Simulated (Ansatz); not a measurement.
Breaking a bond: ClMg (cation, charge +1), lowest triplet found (which spin is the ground state isn't settled by this scan).

- ROHF/cc-pVDZ (Ansatz, a first-principles code)
- ROMP2 = Ansatz with MP2 on ROHF/cc-pVDZ, frozen core
- ROCCSD = CCSD on ROHF/cc-pVDZ, frozen core run with Ansatz
- ROCCSD(T) = CCSD(T) on ROHF/cc-pVDZ, frozen core (Ansatz)
- UHF/cc-pVDZ (Ansatz)
- UMP2 = MP2 on UHF/cc-pVDZ, frozen core in Ansatz
- UCCSD = Ansatz with CCSD on UHF/cc-pVDZ, frozen core
- UCCSD(T) = CCSD(T) on UHF/cc-pVDZ, frozen core (Ansatz)
- ROCCSDT = Ansatz with CCSDT on ROHF/cc-pVDZ, frozen core
- UCCSDT = CCSDT on UHF/cc-pVDZ, frozen core (Ansatz)
- UCCSDT(Q) = CCSDT(Q) on UHF/cc-pVDZ, frozen core (Ansatz)
- UKS-PBE0 = unrestricted PBE0/cc-pVDZ (Ansatz)
- UKS-CAM-B3LYP = Ansatz with unrestricted CAM-B3LYP/cc-pVDZ
- UKS-PBE = unrestricted PBE/cc-pVDZ run with Ansatz
- FCI = full CI/cc-pVDZ, frozen core (Ansatz)

All curves are set to zero at 2.74 Å and compared with full CI in the same basis at 2.74, 2.88, 3.04, 3.27, 3.57, 3.91, 4.30, 4.78, 5.31, 6.08, 7.04, 8.34 Å.

Question: Which method stays most parallel to full CI over these points, and which least?

Answer: UCCSDT(Q) has the smallest spread and ROHF the largest. In order (kJ/mol): UCCSDT(Q) 0.02, ROCCSDT 0.08, UCCSDT 0.09, ROCCSD(T) 0.35, UCCSD(T) 0.37, UCCSD 1.85, ROCCSD 1.85, UMP2 3.96, ROMP2 4.03, UKS-PBE0 6.13, UKS-CAM-B3LYP 6.18, UKS-PBE 12.61, UHF 16.06, ROHF 16.61.

Errors against full CI at some of the points (kJ/mol):

| method | 3.57 Å | 4.30 Å | 5.31 Å | 7.04 Å | 8.34 Å |
|---|---|---|---|---|---|
| UCCSDT(Q) | 0.0 | 0.0 | 0.0 | 0.0 | 0.0 |
| ROCCSDT | -0.1 | -0.1 | -0.1 | -0.1 | -0.1 |
| UCCSDT | -0.1 | -0.1 | -0.1 | -0.1 | -0.1 |
| ROCCSD(T) | -0.2 | -0.3 | -0.3 | -0.4 | -0.4 |
| UCCSD(T) | -0.2 | -0.3 | -0.4 | -0.4 | -0.4 |
| UCCSD | -1.2 | -1.6 | -1.8 | -1.8 | -1.8 |
| ROCCSD | -1.2 | -1.6 | -1.8 | -1.8 | -1.8 |
| UMP2 | -2.6 | -3.6 | -3.9 | -4.0 | -4.0 |
| ROMP2 | -2.7 | -3.6 | -3.9 | -4.0 | -4.0 |
| UKS-PBE0 | 1.8 | 4.9 | 5.9 | 6.0 | 6.0 |
| UKS-CAM-B3LYP | 1.9 | 4.7 | 5.9 | 6.2 | 6.2 |
| UKS-PBE | 3.3 | 8.9 | 11.9 | 11.5 | 9.5 |
| UHF | -10.8 | -14.4 | -15.7 | -16.1 | -16.1 |
| ROHF | -11.2 | -14.9 | -16.2 | -16.6 | -16.6 |
